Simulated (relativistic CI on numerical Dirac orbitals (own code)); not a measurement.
Line list: Electric-dipole lines, La

Method of calculation: Dirac-Coulomb-Breit CI, orbitals from a KLI potential per configuration, model QED, valence Slater integrals scaled by 0.85, P86 correlation energy added to each configuration (own radial code, finite nucleus).

Configuration list (outside the closed core [Xe]): 5d.6s2, 5d2.6s, 5d3, 5d.6s.6p, 6s2.4f, 6s2.6p, 5d2.6p, 5d.6s.4f, 5d.6s.6d, 5d.6s.6f, 5d2.6d, 5d.6s.6g, 6s2.7p, 5d.6p2, 4f.6p2, 6p3, 6s.4f.6p, 4f2.6p, 4f.6p.6d, 6s.6p2, 6p2.6d. Double excitations out of closed p, d and f shells are left out; levels of such configurations are missing from the list, as are those of other unlisted configurations, and high levels can miss mixing partners. These lack a partner that the ground configuration has and come out too high: 6s2.7p.

| λ vac (Å) | Lower | Upper | A (s⁻¹) | log gf | S velocity/length |
| --- | --- | --- | --- | --- | --- |
| 5216.3 | 5d2.6s 4F_7/2 [5] | 5d2.6p 4D°_7/2 [70] | 1.52e+07 | -0.30 | 0.68 |
| 5333.2 | 5d.6s2 2D_5/2 [2] | 5d2.6p 4F°_5/2 [56] | 1.46e+06 | -1.43 | 0.82 |
| 5340.6 | 5d2.6s 4F_7/2 [5] | 5d2.6p 4D°_5/2 [66] | 1.11e+08 | 0.45 | 0.65 |
| 5345.2 | 5d2.6s 4F_9/2 [6] | 5d2.6p 4D°_7/2 [70] | 1.22e+08 | 0.62 | 0.63 |
| 5417.8 | 5d.6s2 2D_5/2 [2] | 5d2.6p 4F°_3/2 [55] | 2.77e+06 | -1.31 | 0.73 |

Terms are leading LS components. Brackets give the number of a level in order of energy, since labels repeat. The list gives strong lines, with weight on those to low levels, among the lowest 200 of 635 levels, so that lines to higher ones, which can be the strongest, are missing, and without lines across small gaps between configurations, and without 180 lines that miss the measured interval by over 3.5 %, start from a term whose rates miss tabulated ones by over 60 %, have gauges far apart or, lacking measured levels, span too small a gap for the errors found; lines with a level outside our table were not tested and can miss by more. Levels whose partners in the same complex of configurations lie outside the list can be far off, and so can their lines. Rates are taken at the computed energies, electric ones in the length gauge. A velocity-to-length ratio far from 1 marks an uncertain rate.

Correlation outside the listed configurations is missing or only estimated: errors of thousands of cm⁻¹ between configurations and terms are usual at this charge. Rates and lifetimes follow the computed energies and can be off by large factors. The fine structure of a lone outer electron comes out too small, for d and f at times inverted, and misplaced configurations move strength between like terms. 48 of the 68 excited levels that our extract of the measured tables holds in this range could be paired (the sources list more); they are missed by 1293 cm⁻¹ on average and 8712 at most, and levels without a partner can miss by more.

LS names give the leading component of a level, which can be under half, so a name can repeat, a term be missing and a line seem to break the LS rules.
